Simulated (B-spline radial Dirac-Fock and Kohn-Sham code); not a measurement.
## Atomic SCF run for C⁴⁺

ΔSCF core binding energies without Breit or QED terms, calculated with a radial atomic solver. Keys: rel is the Hamiltonian (dirac, or spin-free x2c and nr, where L3 and M5 stand for the whole 2p and 3d shells), method is hf or an exchange,correlation pair (spin-unpolarised, also for the hole states), nuc the nuclear model, radius_factor scales its radius, rmax is the box in bohr, h the logarithmic mesh step, order the B-spline order, points the quadrature points per cell, c_factor scales the speed of light, and damp, ndamp, maxit and tol steer the iteration. The run stops when the commutator error falls below 10·tol·max(1, Z/10), or the numerical noise floor, and the energy has settled to about 1e-8 Ha; the virial ratio is −V/T.

Input (task.json):

```json
{"items": [{"Z": 6, "q": 4, "cfg": [[1, 0, 2]], "A": 12, "rrms": 2.4702, "do": "settings", "holes": ["K", "L3", "M5"],
  "settings": [{"rel": "dirac", "method": "hf", "nuc": "fermi", "radius_factor": 1.0, "rmax": 45.0, "h": 0.3, "order": 8, "points": 10, "c_factor": 2.0, "maxit": 60, "damp": 0.5, "ndamp": 3, "tol": 1e-08}]}]}
```

Command: `python xray2_run.py task.json out`

Ground-state iterations:

```
iter   energy (Ha)        error
   1      -32.08960263  6.11e-01
   2      -32.36459104  1.41e-02
   3      -32.36480429  7.43e-03
   4      -32.36486338  3.90e-03
   5      -32.36488595  2.35e-04
   6      -32.36488602  6.92e-06
   7      -32.36488602  1.04e-07
```

The ground state converged in 7 iterations, with total energy -32.36489 Ha, virial ratio 1.99977 and highest orbital energy -392.35 eV. ΔSCF binding energies: K (1s) 390.8 eV. Holes are computed only in closed shells, and unreliable hole states are left out.
